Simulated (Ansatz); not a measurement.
Ideal-gas functions of `[Cl][Al]1[BH][NH]1` at 400 K and 1 bar, from an Ansatz frequency run at PBE0-D4/def2-TZVP.

Molar mass 89.27 g/mol, point group Cs (symmetry number 1), electronic degeneracy 1, moments of inertia 18.177, 224.736, 242.913 u Å². Harmonic wavenumbers (cm⁻¹, unscaled): 147, 152, 417, 606, 618, 739, 854, 896, 1090, 1272, 2666, 3523.

Use S(trans) = R[1.5 ln M + 2.5 ln T − 1.1517]; rotational temperatures θ = 24.2544 K / I; S(rot) = R[ln(√π/σ · √(T³/θAθBθC)) + 1.5]; for each mode x = 1.438777 ν̃/T, S = R[x/(eˣ − 1) − ln(1 − e⁻ˣ)] and H = RT x/(eˣ − 1); 1 cm⁻¹ = 0.0119627 kJ/mol; R = 8.31446 J/(mol·K).

Task: By hand: the entropy, in J/(mol·K).

Result: Translation 171.0. Rotation: θ = 1.3343, 0.1079, 0.0998 K, giving 109.6. Vibration, mode by mode: 13.71, 13.44, 5.68, 3.31, 3.20, 2.27, 1.64, 1.45, 0.83, 0.48, 0.01, 0.00, in all 46.0. Electronic 0.0. Sum 326.6 J/(mol·K).

Task: By hand: H − E and G − E in kJ/mol, counted from the electronic energy.

Result: Zero-point energy ½ × 12980 × 0.0119627 = 77.6; thermal vibration 10.3; translation, rotation and pV give 4 RT = 13.3. H − E = 101.2 kJ/mol, and G − E = 101.2 − 400 × 326.6/1000 = -29.4 kJ/mol.

Vibration gives 14 % of the entropy, 13.7 J/(mol·K) of it from the mode under 150 cm⁻¹: soft modes count most, and the harmonic formula is weakest for them.
